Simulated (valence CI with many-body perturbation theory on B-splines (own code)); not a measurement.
## Forbidden lines of Pb¹⁰⁺

Computed by relativistic CI+MBPT: four valence electrons over a frozen Dirac-Fock core [Xe] 4f14, a basis of 7 s, 7 p, 8 d, 6 f, 4 g, 1 h functions for each j, with the one-electron correlation potential Σ1 (screened to all orders), the two-electron term Σ2, the three-electron term Σ3, Breit, model QED; selected single and double excitations, second order for the rest, scaled by the run's own slope (own B-spline code, finite nucleus).

No measured spectrum was set against this ion. As an estimate, terms of the open shell hold to 2 to 4 % of their energy, and close levels can change places. Excitations out of the core, of the other parity, are not computed and may begin above about 49.7 eV (a cautious bound); beyond it only levels of the ground parity were kept, without lifetimes.

Lines 1 to 50 of 120 in falling wavelength, among levels below 49.677 eV, chosen from the decays that carry over 1 % of a level's rate. Wavelengths and rates use the calculated energies, so an error of 2000 cm⁻¹ moves a line at 1936 nm by 39 % and its rate by three times that or more. Electric multipoles are in the length gauge, E1 and E2 with the static RPA response of the core. Weak lines are less certain than strong ones. Lines between different terms over intervals too small for the method are left out, as are lines whose strength nearly cancels. Branching is blank where the lifetime is uncertain.

Levels are named by their leading jj configuration (3d3/2^4 stands for four electrons in 3d with j = 3/2), which in mixed levels can hold well under half, so a name can repeat and another be missing. Letters in brackets count levels of one name in rising energy.

```tsv
λ vac (nm)	Upper	Lower	Type	A (s⁻¹)	Branch %
2410	(5d3/2^2 5d5/2^2) J=6	(5d3/2^2 5d5/2^2) J=5	M1	6.86e-01	94.1
1936	(5d3/2^3 5d5/2) J=4	(5d3/2^3 5d5/2) J=2	E2	7.75e-06	
1747	(5d3/2^3 5d5/2) J=3	(5d3/2^3 5d5/2) J=2	M1	5.70e+00	99.8
1276	(5d3/2^2 5d5/2^2) J=2 [b]	(5d3/2^2 5d5/2^2) J=1	M1	4.83e+00	4.8
1147	(5d3/2^2 5d5/2^2) J=5	(5d3/2^2 5d5/2^2) J=4 [a]	M1	7.73e+00	5.4
1123	(5d3/2^2 5d5/2^2) J=4 [b]	(5d3/2^2 5d5/2^2) J=5	M1	1.05e+00	1.3
926.4	(5d3/2^3 5d5/2) J=2	(5d3/2^3 5d5/2) J=1	M1	4.74e+01	99.7
757.1	(5d3/2^2 5d5/2^2) J=1	(5d3/2^2 5d5/2^2) J=0 [a]	M1	3.48e+01	6.3
726.6	(5d3/2^2 5d5/2^2) J=4 [b]	(5d3/2^2 5d5/2^2) J=3 [a]	M1	2.95e+01	36.4
689.7	(5d3/2^2 5d5/2^2) J=2 [b]	(5d3/2^2 5d5/2^2) J=2 [a]	M1	2.05e+01	20.3
668.1	(5d3/2^2 5d5/2^2) J=4 [c]	(5d3/2 5d5/2^3) J=4 [a]	M1	8.51e+00	2.0
663.0	(5d3/2 5d5/2^3) J=3 [c]	(5d3/2 5d5/2^3) J=2	M1	3.65e+01	6.5
655.1	(5d3/2^2 5d5/2^2) J=3 [b]	(5d3/2^2 5d5/2^2) J=3 [a]	M1	4.99e+00	1.8
645.8	(5d3/2 5d5/2^3) J=1 [b]	(5d3/2 5d5/2^3) J=2	M1	1.48e+01	1.5
607.4	(5d3/2 5d5/2^3) J=3 [a]	(5d3/2^2 5d5/2^2) J=4 [b]	M1	1.76e+01	1.8
586.6	(5d3/2^2 5d5/2^2) J=4 [a]	(5d3/2^3 5d5/2) J=3	M1	3.53e+01	16.9
568.0	(5d3/2^2 5d5/2^2) J=4 [a]	(5d3/2^3 5d5/2) J=4	M1	1.73e+02	83.1
567.8	(5d3/2^3 5d5/2) J=1	(5d3/2^4) J=0	M1	1.78e+02	100.0
567.4	(5d3/2^2 5d5/2^2) J=4 [b]	(5d3/2^2 5d5/2^2) J=4 [a]	M1	1.06e+01	13.1
546.8	(5d3/2 5d5/2^3) J=1 [b]	(5d3/2 5d5/2^3) J=0	M1	2.03e+01	2.0
530.5	(5d3/2 5d5/2^3) J=3 [b]	(5d3/2 5d5/2^3) J=3 [a]	M1	2.99e+01	4.3
522.8	(5d3/2^2 5d5/2^2) J=3 [b]	(5d3/2^2 5d5/2^2) J=4 [a]	M1	3.60e+00	1.3
519.1	(5d3/2 5d5/2^3) J=4 [a]	(5d3/2^2 5d5/2^2) J=5	M1	2.89e+01	4.2
491.1	(5d3/2 5d5/2^3) J=3 [b]	(5d3/2^2 5d5/2^2) J=2 [c]	M1	8.89e+00	1.3
486.5	(5d3/2 5d5/2^3) J=2	(5d3/2^2 5d5/2^2) J=2 [c]	M1	9.44e+01	11.2
478.3	(5d3/2^2 5d5/2^2) J=3 [a]	(5d3/2^3 5d5/2) J=3	M1	1.62e+02	53.5
466.5	(5d3/2 5d5/2^3) J=1 [a]	(5d3/2^2 5d5/2^2) J=2 [b]	M1	6.39e+01	4.8
465.8	(5d3/2^2 5d5/2^2) J=3 [a]	(5d3/2^3 5d5/2) J=4	M1	4.77e+00	1.6
460.5	(5d3/2^2 5d5/2^2) J=2 [c]	(5d3/2^2 5d5/2^2) J=1	M1	1.72e+01	2.1
456.3	(5d3/2 5d5/2^3) J=5	(5d3/2^2 5d5/2^2) J=4 [b]	M1	1.43e+02	33.2
450.1	(5d3/2 5d5/2^3) J=1 [b]	(5d3/2^2 5d5/2^2) J=2 [d]	M1	1.36e+02	13.6
419.7	(5d3/2^2 5d5/2^2) J=4 [c]	(5d3/2^2 5d5/2^2) J=3 [b]	M1	1.87e+01	4.3
414.6	(5d3/2 5d5/2^3) J=4 [a]	(5d3/2^2 5d5/2^2) J=3 [a]	M1	5.01e+01	7.3
395.8	(5d3/2 5d5/2^3) J=3 [c]	(5d3/2^2 5d5/2^2) J=4 [c]	M1	1.42e+02	25.2
394.9	(5d3/2^2 5d5/2^2) J=4 [c]	(5d3/2^2 5d5/2^2) J=4 [b]	M1	4.90e+00	1.1
379.9	(5d3/2^2 5d5/2^2) J=5	(5d3/2^3 5d5/2) J=4	M1	1.35e+02	94.6
375.5	(5d3/2^2 5d5/2^2) J=3 [a]	(5d3/2^3 5d5/2) J=2	M1	1.35e+02	44.8
374.9	(5d3/2 5d5/2^3) J=5	(5d3/2^2 5d5/2^2) J=6	M1	8.55e+01	19.9
370.8	(5d3/2^2 5d5/2^2) J=2 [a]	(5d3/2^3 5d5/2) J=2	M1	1.45e+02	26.5
366.7	(5d3/2^2 5d5/2^2) J=2 [d]	(5d3/2^2 5d5/2^2) J=3 [b]	M1	1.12e+02	31.0
361.0	(5d3/2^2 5d5/2^2) J=2 [d]	(5d3/2^2 5d5/2^2) J=2 [b]	M1	1.07e+02	29.7
357.4	(5d3/2 5d5/2^3) J=4 [a]	(5d3/2^2 5d5/2^2) J=4 [a]	M1	4.60e+02	66.7
352.4	(5d3/2^2 5d5/2^2) J=2 [c]	(5d3/2^2 5d5/2^2) J=2 [a]	M1	6.61e+01	7.9
351.1	(5d3/2 5d5/2^3) J=1 [b]	(5d3/2 5d5/2^3) J=1 [a]	M1	3.22e+01	3.2
346.2	(5d3/2 5d5/2^3) J=6	(5d3/2^2 5d5/2^2) J=6	M1	1.83e+02	43.7
341.6	(5d3/2 5d5/2^3) J=1 [a]	(5d3/2^2 5d5/2^2) J=1	M1	2.41e+02	18.0
334.6	(5d3/2 5d5/2^3) J=3 [a]	(5d3/2^2 5d5/2^2) J=2 [a]	M1	4.05e+02	41.1
330.9	(5d3/2 5d5/2^3) J=3 [a]	(5d3/2^2 5d5/2^2) J=3 [a]	M1	3.48e+02	35.3
328.2	(5d3/2^2 5d5/2^2) J=6	(5d3/2^3 5d5/2) J=4	E2	4.27e-02	5.9
324.6	(5d3/2 5d5/2^3) J=4 [b]	(5d3/2 5d5/2^3) J=5	M1	3.27e+01	2.4
```
